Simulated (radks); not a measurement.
Species: Pr+. Configuration: [Xe] 4f3 6s1 (the NIST ground configuration). Calculated with a radial shooting solver on a logarithmic mesh with Libxc functionals: scalar-relativistic Kohn-Sham, r2SCAN, spin-unpolarised, spherical densities, finite nucleus; meta-GGA in the generalised Kohn-Sham scheme; Fermi nuclear charge, rms radius 4.8919 fm.

Radial electron density D(r) = 4 pi r^2 rho(r):

| r (bohr) | D(r) (e/bohr) |
|---|---|
| 0.002137 | 10.21 |
| 0.002487 | 12.88 |
| 0.002896 | 16.15 |
| 0.003371 | 20.09 |
| 0.003956 | 25.02 |
| 0.004605 | 30.48 |
| 0.005361 | 36.67 |
| 0.006241 | 43.49 |
| 0.007266 | 50.72 |
| 0.008459 | 58.02 |
| 0.009926 | 65.27 |
| 0.01156 | 71.15 |
| 0.01345 | 75.44 |
| 0.01566 | 77.64 |
| 0.01823 | 77.54 |
| 0.02123 | 75.40 |
| 0.02471 | 72.14 |
| 0.029 | 69.11 |
| 0.03376 | 68.51 |
| 0.0393 | 71.60 |
| 0.04575 | 78.73 |
| 0.05326 | 88.46 |
| 0.062 | 97.62 |
| 0.07276 | 102.4 |
| 0.08471 | 99.78 |
| 0.09861 | 91.04 |
| 0.1148 | 80.83 |
| 0.1336 | 75.23 |
| 0.1556 | 77.55 |
| 0.1826 | 85.19 |
| 0.2126 | 88.79 |
| 0.2474 | 81.59 |
| 0.2881 | 64.17 |
| 0.3354 | 45.04 |
| 0.3904 | 33.89 |
| 0.4581 | 33.61 |
| 0.5334 | 37.90 |
| 0.6209 | 38.32 |
| 0.7228 | 32.26 |
| 0.8415 | 23.12 |
| 0.9796 | 15.49 |
| 1.14 | 11.26 |
| 1.338 | 9.271 |
| 1.558 | 7.811 |
| 1.814 | 5.927 |
| 2.112 | 3.870 |
| 2.458 | 2.192 |
| 2.862 | 1.152 |
| 3.358 | 0.6336 |
| 3.91 | 0.4239 |
| 4.551 | 0.2965 |
| 5.299 | 0.1829 |
| 6.168 | 0.09035 |
| 7.181 | 0.03396 |
| 8.427 | 0.008663 |
| 9.81 | 0.001662 |
| 11.42 | 0.0002185 |

D(r) has 4 maxima, at r = 0.0168, 0.0745, 0.209, 0.582 bohr, and minima at 0.0322, 0.138, 0.423 bohr, inside which lie 1.95, 11.17, 29.05 electrons.
